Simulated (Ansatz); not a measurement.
Consider the ligand exchange at the Si–S bond: `[SiH3][SiH2]S[SiH3]` + `CCNc1ccccc1` → `CCN([SiH3])c1ccccc1` + `[SiH3][SiH2]S`.

Computed with Ansatz on PBE0-D4/def2-TZVP structures; ΔE is electronic, products minus reactants. CCSD(T)/CBS is the MP2 limit (def2-TZVPP, def2-QZVPP) plus CCSD(T) − MP2 in def2-TZVPP, frozen cores. DFT in def2-TZVPP. One conformer a species, not always the lowest.

Q: Is it downhill or uphill in electronic energy at CCSD(T)/CBS, and by how much? (Estimate.)

A: Computed: Uphill: ΔE = +22.7 kJ/mol.

Q: What do these levels give: revPBE-D4, PBE0-D4, r2SCANh-D4, ωB97X-V, ωB97M-V, PBE-QIDH, revPBE, r2SCAN, LC-ωPBE, CCSD/def2-TZVPP, SCS-MP2/def2-QZVPP, CCSD/CBS(def2)? (Best estimate.)

A: Ansatz gave: revPBE-D4 27.5, PBE0-D4 31.5, r2SCANh-D4 29.9, ωB97X-V 25.0, ωB97M-V 24.2, PBE-QIDH 28.3, revPBE 42.6, r2SCAN 32.1, LC-ωPBE 31.4, CCSD/def2-TZVPP 19.5, SCS-MP2/def2-QZVPP 20.4, CCSD/CBS(def2) 24.2 kJ/mol.

Largest T1 diagnostic among the species: 0.012.

From BLYP to BHLYP (50 % exact exchange), in def2-TZVPP and without D4, ΔE moves by −3.5 kJ/mol. Leaving LDA and LC-ωPBE aside and taking each functional with its dispersion term where it has one, the values, not all of them listed here, spread over 11.4 kJ/mol, from CAM-B3LYP-D4 to HSE06-D4. LDA lies −12.1 kJ/mol from PBE without D4. In def2-TZVPP, CCSD(T) changes the Hartree–Fock value by −14.4 kJ/mol (the triples alone add −1.5 kJ/mol) and MP2 by −14.6 kJ/mol.
